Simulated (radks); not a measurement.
Values are calculated unless marked as measured or tabulated.
Numerical settings for the boron ion B3+, [He]. Level of theory: scalar-relativistic Kohn-Sham, PBE, spin-polarised, spherical densities, finite nucleus; Fermi nuclear charge, rms radius 2.406 fm (a radial shooting solver on a logarithmic mesh with Libxc functionals). The defaults (mesh step 0.008 in ln r, mesh end at 40 bohr or more with all orbitals vanishing there, Anderson mixing 0.5 over 9 steps, residual threshold near 1e-9 with the energy settled to 1e-9 hartree or 1e-11 of itself, here a cap of 62 iterations) give E = -21.9890 hartree and 1s at -231.38 eV in 13 iterations. Run on one thread of a shared host, so times are rough (Arm Neoverse V1): 0.04 s of CPU time, 0.04 s wall, 13 iterations on 2189 mesh points. Changes against that run (0 stands for a change within the tolerance of the run):

setting                     iterations  converged  E (mhartree)  e(1s) (meV)  CPU (s)
mesh step in ln r 0.12              62         no     -7.79e+04            -     0.06
mesh step in ln r 0.08              13        yes     -0.000593      -0.0121     0.01
mesh step in ln r 0.05              13        yes             0            0     0.01
mesh end (bohr) 8                   13        yes             0            0     0.04
mesh end (bohr) 2                   15        yes        +0.253          +13     0.04
residual threshold 0.1               7        yes             0        -0.13     0.02
residual threshold 0.01              7        yes             0        -0.13     0.02
mixing 1.5                          13        yes             0            0     0.04
linear mixing, mixing 0.2           62         no             0      -0.0473     0.15
linear mixing, mixing 0.05          62         no       +0.0621    -2.48e+03     0.16
mixing history 3                    12        yes             0            0     0.04
iteration cap 8                      8         no             0     -0.00977     0.02

No run marked as converged misses the energy by more than 1 mhartree. A mesh that ends early acts as a hard wall.
